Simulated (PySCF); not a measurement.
## How methods differ on the excitation energy of Ir²⁺

Ir²⁺ [Xe] 4f14 5d7 (4F) → Ir²⁺ [Xe] 4f14 5d6 6s1 (6D), as a difference of total energies. All numbers are calculated (PySCF 2.14, scalar relativity by spin-free X2C-1e, in x2c-TZVPPall (11s7p7d3f1g, 97 functions)). Correlated levels: valence and next inner shell: [Kr] 4d10 4f14 frozen. The calculations carry no spin-orbit coupling.

```json
{"method": "UHF", "excitation energy (eV)": "1.466"}
{"method": "MP2 (valence and next inner shell)", "excitation energy (eV)": "1.620"}
{"method": "SCS-MP2 (valence and next inner shell)", "excitation energy (eV)": "1.978"}
{"method": "CCSD (valence and next inner shell)", "excitation energy (eV)": "1.739"}
{"method": "CCSD(T) (valence and next inner shell)", "excitation energy (eV)": "1.764"}
```

Task: How much does correlation contribute at CCSD(T) (valence and next inner shell)?

Result: 1.764 − (1.466) = 0.298 eV, measured against UHF.

A first-order spin-orbit estimate (lowest level to lowest level, LS coupling) adds 0.240 eV.

The basis was made for the ground configuration and has no added diffuse functions, so the excitation energy can come out too high.
